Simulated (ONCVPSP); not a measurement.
# An all-electron radial function and its pseudo partner (oxygen)

Columns: radius, all-electron u(r) and pseudo u(r) of the 2p shell (level -9.20 eV) of oxygen in the configuration [He] 2s2 2p4; LDA (Perdew-Zunger), scalar-relativistic, ONCV scheme, ONCVPSP 4.0.1.

```
r (bohr)  all-electron  pseudo
   0.098        0.1005  0.0339
   0.195        0.2825  0.1280
   0.292        0.4611  0.2670
   0.390        0.6086  0.4303
   0.488        0.7166  0.5924
   0.585        0.7871  0.7307
   0.682        0.8271  0.8330
   0.780        0.8432  0.8940
   0.878        0.8408  0.9145
   0.975        0.8252  0.9021
   1.072        0.8005  0.8673
   1.170        0.7693  0.8195
   1.268        0.7343  0.7674
   1.365        0.6975  0.7166
   1.463        0.6594  0.6688
   1.560        0.6216  0.6255
   1.658        0.5840  0.5852
   1.755        0.5478  0.5481
   1.852        0.5129  0.5129
   1.950        0.4792  0.4792
   2.047        0.4473  0.4473
   2.145        0.4168  0.4168
   2.242        0.3883  0.3883
   2.340        0.3612  0.3611
   2.438        0.3356  0.3356
   2.535        0.3119  0.3119
```

Question: How many radial nodes do the two functions have?

Answer: The all-electron 2p function has n − l − 1 = 0; the pseudo-wave has 0.

Question: At about which radius was the pseudo-wave matched?

Answer: 1.95 bohr. The columns agree to 0.0005 from 1.75 bohr on; several derivatives are matched, so the curves merge somewhat inside the radius.

Question: Is the pseudo-wave norm-conserving?

Answer: Yes: the ONCV scheme keeps the norm inside the radius equal to the all-electron one, which fixes the energy derivative of the logarithmic derivative at the level.
